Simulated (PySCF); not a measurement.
Löwdin shares of the frontier orbitals

Compound: (F)3Ti-S-SiH3 (singlet state).
Structure used (PBE0-D3(BJ)/def2-SVP), in Å, numbered top down from 1:
```xyz
9
F3H3SSiTi angstrom
Ti    -0.6993    1.3798    0.6233
F     -1.9527    2.5619    0.5517
F     -0.7063    0.5323    2.1310
F      0.8671    2.0893    0.4373
S     -1.0391   -0.0901   -1.0645
Si     0.6440   -1.4104   -0.7230
H      0.5810   -1.9659    0.6593
H      1.9239   -0.6693   -0.9080
H      0.5141   -2.4970   -1.7327
```

Computed, not measured: TDDFT PBE0/def2-SVPD, vertical, gas phase, core orbitals frozen in the response (PySCF).

Kohn–Sham orbitals with the atoms that hold most of them (Löwdin shares over 4%, at most four atoms; ? is withheld):

```json
{"orbital": "LUMO+2", "ε (eV)": "-2.36", "atoms": "Ti1 66%, S5 14%, F2 5%, F3 5%"}
{"orbital": "LUMO+1", "ε (eV)": "-3.05", "atoms": "Ti1 76%, S5 9%, F4 5%, F3 5%"}
{"orbital": "LUMO", "ε (eV)": "?", "atoms": "?"}
{"orbital": "HOMO", "ε (eV)": "-8.25", "atoms": "S5 69%, Si6 11%, Ti1 8%, H8 4%"}
{"orbital": "HOMO-1", "ε (eV)": "-9.19", "atoms": "?"}
{"orbital": "HOMO-2", "ε (eV)": "-10.30", "atoms": "S5 49%, Si6 26%, H9 13%, Ti1 6%"}
{"orbital": "HOMO-3", "ε (eV)": "-10.66", "atoms": "Si6 40%, H8 23%, H7 20%, S5 11%"}
```

(1) Give the leading atoms of the HOMO-1.

(2) Give the leading atoms of the LUMO.

(3) What is the LUMO energy, and the HOMO–LUMO gap?

## Answers

(1) S5 (bonded to Si and Ti) 56%; Si6 (bonded to S and 3 H) 14%; Ti1 (bonded to 3 F and S) 13%; H9 (bonded to Si) 7%.

(2) Ti1 (bonded to 3 F and S) 76%; F2 (bonded to Ti) 7%; S5 (bonded to Si and Ti) 5%.

(3) ε(LUMO) = -3.19 eV; the gap is 5.07 eV (0.1861 hartree).

Q: The HOMO–LUMO gap is 5.07 eV. Where does the response calculation put the lowest singlet, and from which orbitals?

A: S1 is at 3.49 eV (f = 0.0002), 1.58 eV below the gap, made of HOMO→LUMO (99%). 

Q: Give energy, strength and leading configuration of S1, S2, S4 and S5, and follow the Löwdin shares of the leading atoms from the occupied to the empty orbital.

A: 
- S1 (3.49 eV, f 0.0002), HOMO→LUMO (99%): S5 69% → 5%, Si6 11% → at most 4%, Ti1 8% → 76%, F2 at most 4% → 7%; the Löwdin share of titanium is 8% in HOMO and 76% in LUMO (ligand-to-metal charge transfer by this measure)
- S2 (3.95 eV, f 0.017), HOMO→LUMO+1 (87%): S5 69% → 9%, Si6 11% → at most 6%, Ti1 8% → 76%; the Löwdin share of titanium is 8% in HOMO and 76% in LUMO+1 (ligand-to-metal charge transfer by this measure)
- S4 (4.37 eV, f 0.0019), HOMO-1→LUMO (91%): S5 56% → 5%, Si6 14% → at most 4%, Ti1 13% → 76%, F2 at most 8% → 7%; the Löwdin share of titanium is 13% in HOMO-1 and 76% in LUMO (ligand-to-metal charge transfer by this measure)
- S5 (4.43 eV, f 0.0006), HOMO-1→LUMO+1 (96%): S5 56% → 9%, Si6 14% → at most 6%, Ti1 13% → 76%; the Löwdin share of titanium is 13% in HOMO-1 and 76% in LUMO+1 (ligand-to-metal charge transfer by this measure)

Time: 1.7 min of wall time (with the writing of density and orbital grids); peak memory 0.88 GiB. Hardware: one thread, Arm Neoverse V1 (aarch64), shared host.
